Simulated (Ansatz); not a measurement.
Name a neutral molecule of C, Cl, F, O, Sn and H with size of the dipole moment (ωB97M-V/def2-TZVPP) between 2.25 and 2.55 D and LUMO energy (PBE/def2-TZVPP) between -4.15 and -3.85 eV (Ansatz, PBE0-D4/def2-TZVP geometry).

`FC(F)(F)C1=CC(C(F)(F)F)=[O+][Sn-]([Cl])[O]1` (2.35 D, -4.00 eV). Other molecules can fit too; these were computed, each in one conformer that needn't be the lowest.
